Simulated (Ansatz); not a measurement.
`C=[N][SnH3]`. The species carries charge 0 and has multiplicity 1. Sn takes the def2 core potential.

```
atom   x (Å)   y (Å)   z (Å)
  C1  -1.116  -1.152  -0.262
  N2  -0.966  -0.104   0.417
 Sn3   0.799   0.940   0.271
  H4  -2.057  -1.715  -0.188
  H5  -0.372  -1.585  -0.953
  H6   0.410   2.506  -0.275
  H7   1.819   0.120  -0.839
  H8   1.482   0.989   1.830
```

Task: What are the harmonic wavenumbers in cm⁻¹ at PBE0-D4/def2-TZVP (Ansatz, finite differences of forces, unscaled)? (Estimate.)

Result: Computed: 122, 228, 414, 473, 547, 601, 685, 706, 716, 1111, 1209, 1510, 1739, 1908, 1963, 1964, 2945, 3031.

Task: Is this a minimum?

Result: Yes, all 18 modes are real.

Task: Give the ideal-gas thermochemistry at 298.15 K and 1 bar (rigid rotor, harmonic oscillator; point group Cs, symmetry number 1).

Result: Zero-point energy 130.8 kJ/mol; H(298) − E = 147.3 kJ/mol; entropy 309.3 J/(mol·K), of which translation 171.3, rotation 101.8, vibration 36.1; G(298) − E = 55.1 kJ/mol.
